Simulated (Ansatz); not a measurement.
Z-matrix (Å, degrees):
```
B
Br 1 2.279
C 1 1.556 2 60.4
H 1 1.194 2 106.5 3 115.4
H 1 1.196 2 106.6 3 -113.6
C 3 1.496 1 123.2 2 -107.8
H 3 1.088 1 117.9 2 98.5
H 6 1.096 3 107.4 1 -86.2
H 6 1.092 3 113.0 1 155.1
H 6 1.091 3 111.4 1 31.6
```

The species carries charge 0 and has multiplicity 1.

**Question.** List the PBE/def2-TZVPP orbital energies in eV (Ansatz). (An estimate is asked.)

**Answer.** Computed: Occupied: -13089.54, -1682.64, -1517.04, -1516.95, -1516.92, -270.41, -269.23, -229.41, -176.67, -171.64, -171.38, -171.30, -68.28, -68.23, -68.17, -67.98, -67.98, -20.93, -18.55, -15.35, -12.54, -11.15, -10.78, -9.83, -9.23, -7.88, -7.82, -7.38, -7.08. Lowest empty: -1.93, -0.99, 0.48, 1.26, 1.96, 2.02, 2.18, 2.61.
